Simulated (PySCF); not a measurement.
BiFBr2, SMILES [Br][Bi]([F])[Br].

The structure is a stationary point at PBE-D3(BJ)/def2-SVP. The structure was generated by enumeration; whether it is a known compound was not checked. The def2 effective core potentials stand for the cores of Bi; spin–orbit coupling is left out.

Computed with PBE-D3(BJ)/def2-SVP (PySCF).

Frequencies are harmonic and unscaled.

```json
[
 {"mode": "1", "ν (cm⁻¹)": "62", "IR (km/mol)": "0.4", "moving atoms (share of kinetic energy)": "Br 82 %, Bi 16 %"},
 {"mode": "2", "ν (cm⁻¹)": "116", "IR (km/mol)": "2.6", "moving atoms (share of kinetic energy)": "F 82 %, Br 15 %"},
 {"mode": "3", "ν (cm⁻¹)": "117", "IR (km/mol)": "4.6", "moving atoms (share of kinetic energy)": "F 69 %, Br 17 %, Bi 14 %"},
 {"mode": "4", "ν (cm⁻¹)": "217", "IR (km/mol)": "38.8", "moving atoms (share of kinetic energy)": "Br 66 %, Bi 33 %"},
 {"mode": "5", "ν (cm⁻¹)": "221", "IR (km/mol)": "13.9", "moving atoms (share of kinetic energy)": "Br 72 %, Bi 27 %"},
 {"mode": "6", "ν (cm⁻¹)": "557", "IR (km/mol)": "51.1", "moving atoms (share of kinetic energy)": "F 91 %, Bi 9 %"}
]
```
